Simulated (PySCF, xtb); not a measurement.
Ti(F)3(OH)(OH2) (F3H3O2Ti), SMILES [OH][Ti]([F])([F])(<-[OH2])[F], multiplicity 1.

GFN2-xTB (xtb) at its own geometry gives an orbital gap of 5.20 eV and a dipole moment of 2.02 D.

Coordinates come from a B3LYP-D3(BJ)/def2-SVP optimisation. The spin state was assumed, not searched. Other conformers were not sampled.

Problem. What does PySCF with PBE/def2-TZVP give? (Estimate from the structure and the level; the computed values follow.)

Solution. gap 4.95 eV (levels -8.07 and -3.12 eV), dipole 1.25 D.
